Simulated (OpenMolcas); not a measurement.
W5+ in a ligand field

W5+ with 6 ligands (fluoride) in octahedral coordination (Oh) at 1.93 Å. A charge of +0.167 e stands 2.4 Å behind each ligand. Ligand basis ANO-RCC-VDZP.
```
W     0.0000    0.0000    0.0000
F     1.9300    0.0000    0.0000
F     0.0000    1.9300    0.0000
F    -1.9300    0.0000    0.0000
F     0.0000   -1.9300    0.0000
F     0.0000    0.0000    1.9300
F     0.0000    0.0000   -1.9300
```

```
Program             : OpenMolcas 26.06
Method              : CASSCF
Basis               : ANO-RCC-VTZP [8s7p5d3f2g1h]
Scalar Hamiltonian  : DKH2, point nucleus
Active space        : 1 electron in 5 orbitals (5d)
State averaging     : 2S+1 = 2 even, 5 roots
Spin-orbit coupling : RASSI with atomic mean-field integrals over the reference wave functions
```

The lowest spin-free states (labels of O, the rotations of Oh), above the lowest:

```csv
State,Degeneracy,E (cm-1)
2T2,3,0.0
2E,2,39412
```

The lowest levels with spin-orbit coupling:

```
E (cm-1)  Degeneracy  Label  2S+1               g
     0.0           4     Γ8     2                
    4653           2            2  1.87 1.87 1.87
   41517           4     Γ8     2
```

Powder χT (cm3 K/mol): 0.00578 at 2 K, 0.00657 at 10 K, 0.0106 at 50 K, 0.0156 at 100 K, 0.0255 at 200 K, 0.0355 at 300 K. The effective moment at 300 K is 2.828 √(χT) = 0.53 μB.

The lowest level has 2S+1 = 2, for which the spin-only value is χT = S(S+1) / 2 = 0.375 cm3 K/mol (g = 2). The computed 0.036 at 300 K differs by -0.339, through orbital momentum, spin-orbit coupling and any other state in reach. With a threefold ground state the orbital momentum is unquenched, so the spin-only value is not expected to hold.

Metal share of the active 5d orbitals (Löwdin): 73, 73, 86, 86, 86 %; Mulliken charge of the metal 2.78.

The gap between the two states is 10Dq = 39412 cm-1.

An orbital triplet at a regular site is open to Jahn-Teller coupling, which can distort the site and quench the lowest spin-orbit gaps and is left out. The least metal-like active orbital is 73 % on the metal (Löwdin) and no ligand orbital is active, so the numbers are rough. With metal d orbitals alone the field can be off either way by tens of per cent. Ligand-to-metal charge-transfer states are missing. No measured value stands beside these numbers; the geometry was imposed, not optimised, and the real ion may take another.

The RASSCF and RASSI steps took 30 s on 1 thread of Arm Neoverse V1, on a shared host; the integral step is not counted.
